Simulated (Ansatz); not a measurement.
Molecule: sum formula SiHCl, net charge 1, doublet state. 
Coordinates optimised at B3LYP-D3(BJ)/def2-TZVP (Ansatz, a quantum-chemistry and plane-wave program):
```
Si
H 1 1.5065
Cl 1 1.9651 2 115.71
```
Charge +1, spin multiplicity 2.

Basis-set convergence of Hartree-Fock and CCSD(T) correlation energies (hartree) with Ansatz. Valence correlation only, unless marked. UHF or UKS for open shells. No spin-orbit coupling. Non-relativistic.

```tsv
basis	functions	E(HF)	E(corr, CCSD(T))
aug-cc-pV(D+d)Z	73	-748.71949	-0.24433
aug-cc-pV(T+d)Z	133	-748.74588	-0.30598
aug-cc-pV(Q+d)Z	224	-748.75211	-0.32724
```

Extrapolating the two largest sets (X = 3 and 4) as X^-3: E(corr) = (64·(-0.32724) - 27·(-0.30598))/37 = -0.3428 Eh, an estimate of the basis-set limit. The largest set recovers 95.5 % of it, the smallest 71.3 %.
